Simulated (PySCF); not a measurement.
PGMEA, SMILES CC(OC(COC)C)=O (C6H12O3) at its GFN2-xTB optimised geometry (Å):

```
21

C      0.2159    -1.9709     1.2861
O     -0.2695    -0.6601     1.1478
C      0.2229    -0.0150     0.0000
C     -0.2815     1.4323     0.0000
C     -1.7988     1.4978    -0.0454
O      0.2226     2.1128    -1.1550
C      1.4684     2.5965    -1.1024
C      1.8194     3.2978    -2.3890
O      2.1965     2.4851    -0.1529
H      1.3094    -1.9833     1.3702
H     -0.0786    -2.5965     0.4341
H     -0.2235    -2.3691     2.1982
H     -0.1248    -0.5271    -0.9122
H      1.3235    -0.0150     0.0000
H      0.1039     1.9286     0.8991
H     -2.1348     2.5289     0.0204
H     -2.1580     1.0690    -0.9775
H     -2.1965     0.9304     0.7898
H      1.7272     2.6005    -3.2177
H      2.8342     3.6784    -2.3319
H      1.1229     4.1156    -2.5549
```

Calculation: B3LYP/def2-SVP run with PySCF. Cells within 0.4 Å of a nucleus heavier than hydrogen are left out (blank, or x).

Map of the Laplacian of the electron density (e/bohr⁵), clipped to [-1.50, 1.50] on the plane z = 0.0 Å:

```
|55555555555555555555555555555|
|55555555555555555555555555555|
|55555555555555555555555555555|
|55555555555555555566665555555|
|55555555665555556666666655555|
|55555566666656666667776665555|
|55555666566666666677067665555|
|55555665046666666672xx7665555|
|55555666236666666676x57665555|
|555556665x554x666667776665555|
|55555666xxx33xx66666666655555|
|5555566658555x366666666555555|
|55555666666665356666655555555|
|555555666666653x5556655555555|
|55555556666666xx1006655555555|
|555555555566669x4456655555555|
|55555555556666666666655555555|
|55555555555666666666555555555|
|55555555555666666665555555555|
|55555555555666666655555555555|
|55555555555666666655555555555|
|55555555555666666655555555555|
|55555555555666666655555555555|
|55555555555566666555555555555|
|55555555555556655555555555555|
|55555555555555555555555555555|
|55555555555555555555555555555|
|55555555555555555555555555555|
|55555555555555555555555555555|
```
Scale: ten equal steps from -1.50 (start of '0') to 1.02 (end of '9'), in the order '0123456789'; x runs from -5.00 to 5.00, y from -5.00 (bottom) to 5.00 (top).
